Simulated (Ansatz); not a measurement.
Energy landscape of H2F (cation, charge +1), singlet: symmetric bend, bond length relaxed. Scanned: H-F-H angle. Other coordinates (F-H bond length) were minimised at PBE0/def2-TZVP.

RKS-PBE/cc-pVDZ = restricted PBE/cc-pVDZ run with Ansatz (a quantum-chemistry and plane-wave program); RKS-PBE0/cc-pVDZ = restricted PBE0/cc-pVDZ (Ansatz); FCI/cc-pVDZ = full CI/cc-pVDZ, frozen core (Ansatz).

Energies relative to the lowest point of each profile, in kcal/mol; the last columns give the error against full CI:

```tsv
a / °	RKS-PBE/cc-pVDZ	RKS-PBE0/cc-pVDZ	FCI/cc-pVDZ	RKS-PBE/cc-pVDZ − FCI/cc-pVDZ	RKS-PBE0/cc-pVDZ − FCI/cc-pVDZ
180	15.9	15.4	18.5	-2.6	-3.0
170.01	15.2	14.7	17.6	-2.4	-2.9
163.35	13.9	13.4	16.1	-2.1	-2.6
156.89	12.2	11.7	14.0	-1.8	-2.3
147.78	9.3	8.8	10.6	-1.3	-1.8
141.66	7.2	6.7	8.1	-0.9	-1.4
130.94	3.5	3.1	4.0	-0.5	-0.9
123.07	1.4	1.1	1.6	-0.2	-0.5
116.28	0.3	0.1	0.3	-0.1	-0.3
108.02	0.0	0.0	0.0	0.0	0.0
98.79	1.6	1.9	1.7	0.0	0.2
92.58	4.1	4.6	4.3	-0.1	0.4
84.52	9.3	10.2	9.7	-0.3	0.5
77.22	16.1	17.3	16.7	-0.7	0.5
66.22	30.4	32.2	31.8	-1.4	0.4
60	41.1	43.3	43.0	-1.9	0.3
```

RKS-PBE/cc-pVDZ is furthest from FCI/cc-pVDZ at 180 (-2.6 kcal/mol, below); its mean absolute error over the points is 1.0 kcal/mol.

RKS-PBE0/cc-pVDZ is furthest from FCI/cc-pVDZ at 180 (-3.0 kcal/mol, below); its mean absolute error over the points is 1.1 kcal/mol.
